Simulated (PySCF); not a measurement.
# C₆ coefficients of unlike pairs at PW91

Calculated with PySCF 2.14 from the dipole response of each species, C₆(A,B) = (3/π) ∫ α_A(iu) α_B(iu) du, in atomic units, from isotropic polarisabilities. For ions this is the dispersion term alone; charge-induced terms of lower order in 1/R come first.

```tsv
species	configuration	basis	relativity	α (bohr³)	C₆ (like pair)
Os	[Xe] 4f14 5d6 6s2 (5D)	aug-cc-pVTZ-PP with one added diffuse shell each of s, p, d, f, g type with ECP60MDF (7s7p6d4f3g)	core potential	55.03	618.5
N⁺	[He] 2s2 2p2 (3P)	aug-cc-pVTZ (5s4p3d2f)	none	3.919	8.505
As³⁺	[Ar] 3d10 4s2 (1S)	dyall-av3z (24s17p11d2f)	spin-free X2C	6.691	19.77
Sc	[Ar] 3d1 4s2 (2D)	x2c-TZVPPall with one added diffuse shell each of s, p, d, f type (7s6p5d3f1g)	spin-free X2C	122.8	1494
```

Q: Estimate C₆ for Sc with As³⁺.

A: The integral gives 138.8. The combination rule 2 C_A C_B / (C_A α_B/α_A + C_B α_A/α_B) gives 133.0 and the geometric mean 171.8.

No spin-orbit coupling is included.

The other pairs:

```tsv
pair	C₆
Sc, Os	902.6
Sc, N⁺	85.01
As³⁺, Os	106.0
As³⁺, N⁺	12.86
N⁺, Os	67.11
```
